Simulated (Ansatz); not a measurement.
The cluster Cr2B2⁻. Total charge -1; doublet. Geometry r2SCAN-D4/def2-SVP, that of the neutral singlet; atoms count from 1.

```xyz
4

Cr   -0.243   -0.246    1.154
Cr   -1.100    0.268   -0.411
B     0.555   -0.777   -0.559
B     0.788    0.755   -0.184
```

The charge -1 doublet is spin-contaminated (final ⟨S²⟩ up to 3.68, 0.75 for a pure state). The highest occupied level of the charge -1 doublet lies above zero (up to 0.27 eV). Its loss leaves the charge 0 singlet, which lies 3.68 eV higher (vertical, at PBE0-D4/def2-TZVPD), but this difference is unsure: the singlet is doubtful (at the level of its geometry, restricted singlet, unstable towards broken spin symmetry at other levels and untested here). Another isomer (singlet) lies 0.12 eV lower at PBE0-D4/def2-TZVP.

(1) Estimate the Mulliken populations from the PBE0/def2-TZVPD orbitals of Ansatz.

(2) Where does the spin sit?

(3) And the Mayer bond orders between bonded heavy atoms (over 0.3)?

## Answers

(1) 
| atom | charge (e) | spin (α − β) | d electrons |
| --- | --- | --- | --- |
| Cr1 | -0.03 | 4.19 | 4.73 |
| Cr2 | -0.06 | -3.95 | 4.71 |
| B3 | -0.45 | 0.38 | – |
| B4 | -0.45 | 0.38 | – |
Mulliken values and Mayer orders depend strongly on the basis. With diffuse functions, as here, like atoms can get unlike values, and bond orders can come out too low or too high.

(2) Summed by element: Cr 0.23, B 0.77, of 1 unpaired in all. Largest on single atoms: Cr1 4.19, Cr2 -3.95, B3 0.38.

(3) Cr1–Cr2 1.84 (1.86 Å); Cr1–B3 0.64 (1.96 Å); Cr1–B4 0.64 (1.96 Å); Cr2–B3 0.86 (1.96 Å); Cr2–B4 0.86 (1.96 Å); B3–B4 1.62 (1.60 Å).
